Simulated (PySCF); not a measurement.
Ga (SMILES [Ga]), doublet. Base run: M062X/def2-SVP run with PySCF.

Here is a job for PySCF.
```python
from pyscf import gto, scf, dft

mol = gto.M(
    atom='''
Ga    0.00000000    0.00000000    0.00000000
''',
    basis='def2-svp',
    spin=1,
    verbose=3,
)

mf = dft.UKS(mol)
mf.xc = 'm062x'
mf.kernel()
mf.analyze()
```

Each row names what was changed in the base input (with any setting that the change needs).

```json
[
 {"change": "base", "ΔE vs base (mEh)": "0.000", "fitting functions": "-"},
 {"change": "auxbasis = even-tempered beta=2.0", "ΔE vs base (mEh)": "-0.005", "fitting functions": "320"},
 {"change": "auxbasis = cc-pvdz-jkfit", "ΔE vs base (mEh)": "259.9", "fitting functions": "171"},
 {"change": "auxbasis = cc-pvqz-jkfit", "ΔE vs base (mEh)": "-0.029", "fitting functions": "218"},
 {"change": "auxbasis = autoaux", "ΔE vs base (mEh)": "0.005", "fitting functions": "325"},
 {"change": "auxbasis = def2-tzvp-ri", "ΔE vs base (mEh)": "-5884.0", "fitting functions": "159"},
 {"change": "auxbasis = def2-universal-jkfit", "ΔE vs base (mEh)": "0.026", "fitting functions": "266"},
 {"change": "auxbasis = cc-pvtz-jkfit", "ΔE vs base (mEh)": "-0.029", "fitting functions": "207"},
 {"change": "auxbasis = cc-pvtz-ri", "ΔE vs base (mEh)": "-6022.0", "fitting functions": "166"},
 {"change": "only_dfj = on; auxbasis = def2-universal-jfit", "ΔE vs base (mEh)": "-0.062", "fitting functions": "58"}
]
```

A fitting set is made for a task (jfit for Coulomb, jkfit for Coulomb and exchange, ri for correlation) and for a family of orbital bases.

Open shells are given as the SCF converged; they aren't shown to be the lowest states, and a large step between rows can be another state.
